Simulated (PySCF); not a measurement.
# $^{31}$P chemical shifts

[PySCF: geometry: GFN2-xTB; shieldings: GIAO PBE0/pcSseg-1; in vacuum; a single conformation; non-relativistic; rapidly exchanging positions averaged]

Shieldings were converted by a linear fit to measured shifts: $^{31}$P (scatter 18.1 ppm rms vs H3PO4, solution or neat liquid). A few per cent of atoms miss by over 2 rms, more outside the fitted compound classes.

Problem. Give the $^{31}$P shifts of `Clc1pcoc1-c1ccccc1`, `C#Cc1cccpc1N(C)C`, `O=C=PCP`, `C[P@](=O)(O)c1cccc(F)c1`.

Solution. 
| compound | environment | δ (ppm) |
| --- | --- | --- |
| Clc1pcoc1-c1ccccc1 | phosphorus bonded to 2 C, in a 5-membered ring | 131.2 |
| C#Cc1cccpc1N(C)C | phosphorus bonded to 2 C, in a 6-membered ring | 143.4 |
| [O:1]=[C:2]=[P:3][CH2:4][PH2:5] | P5: phosphorus bonded to C, 2 H | -69.5 |
| [O:1]=[C:2]=[P:3][CH2:4][PH2:5] | P3: phosphorus bonded to 2 C | -153.2 |
| C[P@](=O)(O)c1cccc(F)c1 | phosphorus bonded to 2 C, 2 O | 29.8 |
